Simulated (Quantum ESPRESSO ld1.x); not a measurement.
The numbers below are computed, except where a source is named.
Task: Tc5+, configuration [Kr] 4d2 (the NIST ground configuration). Code: ld1.x of Quantum ESPRESSO 7.5. Model: Dirac Kohn-Sham, PBEsol, spin-unpolarised, spherical densities, point nucleus; open shells fill j = l - 1/2 first. Some entries of the table are withheld. Estimate them.

| orbital | occ. | eigenvalue (hartree) | <r> (bohr) |
|---|---|---|---|
| 1s1/2 | 2 | -768.475 | 0.03429 |
| 2s1/2 | 2 | -111.713 | 0.1493 |
| 2p1/2 | 2 | -103.219 | (1) |
| 2p3/2 | 4 | -98.8774 | (2) |
| 3s1/2 | 2 | -21.4303 | 0.4152 |
| 3p1/2 | 2 | -18.1676 | 0.4090 |
| 3p3/2 | 4 | -17.4402 | 0.4196 |
| 3d3/2 | 4 | (3) | 0.3965 |
| 3d5/2 | 6 | (4) | 0.4000 |
| 4s1/2 | 2 | -4.98570 | 1.034 |
| 4p1/2 | 2 | -4.00175 | 1.108 |
| 4p3/2 | 4 | -3.88327 | 1.132 |
| 4d3/2 | 2 | -2.36539 | 1.368 |
| 4d5/2 | 0 | -2.34952 | 1.377 |

Result: 
(1) 2p1/2 <r> (bohr): 0.1271
(2) 2p3/2 <r> (bohr): 0.1318
(3) 3d3/2 eigenvalue (hartree): -11.6669
(4) 3d5/2 eigenvalue (hartree): -11.5269
